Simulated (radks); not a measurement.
Results of a calculation; reference values are marked as such.
Charge is removed step by step from the 6s down level of neutral tantalum, starting from [Xe] 4f14 5d3 6s(up 1, down 1). Code: a radial shooting solver on a logarithmic mesh with Libxc functionals. Model: scalar-relativistic Kohn-Sham, r2SCAN, spin-polarised, spherical densities, finite nucleus; open shells are filled with parallel spins first (spin-orbit coupling, left out, can overturn this in heavy ions); meta-GGA in the generalised Kohn-Sham scheme; Fermi nuclear charge, rms radius 5.3507 fm.

removed (e),E - E(0) (eV),eigenvalue (eV)
0,0.000,-4.774
0.1,0.502,-5.263
0.2,1.052,-5.746
0.3,1.650,-6.223
0.4,2.296,-6.690
0.5,2.987,-7.142
0.6,3.723,-7.573
0.7,4.500,-7.974
0.8,5.315,-8.325
0.9,6.161,-8.575

The mean slope of the eigenvalue, de/dn, is 4.22 eV per electron.
